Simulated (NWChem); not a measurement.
# C3H2IN; SMILES N#C/C=C\I

```xyz
7

N      1.2241     2.9993     0.0000
C      0.1861     2.4486     0.0000
C     -1.0915     1.8193     0.0000
C     -1.3148     0.4832     0.0000
I      0.1709    -0.9825     0.0000
H     -1.9692     2.4899     0.0000
H     -2.3380     0.0791     0.0000
```
Atoms are numbered in this order, from 1.

Program: NWChem. All runs use the structure optimised with PBE-D3(BJ)/def2-SVP. def2 effective core potentials on I; no spin-orbit coupling. Vertical excitations in the gas phase; the lowest state need not have the same character in each row.

For level BHandHLYP/def2-SVP, TDA:

| Property | Result |
|---|---|
| lowest excitation, singlet (eV) | 5.16 |
| lowest state with f > 0.02, singlet (eV) | 5.52 |
| orbital gap (eV) | 7.52 |

Task: What are these values for level PBE/def2-SVP, TDA?

Result: 
| Item | Value |
|---|---|
| lowest excitation, singlet (eV) | 3.98 |
| lowest state with f > 0.02, singlet (eV) | 4.55 |
| orbital gap (eV) | 3.62 |
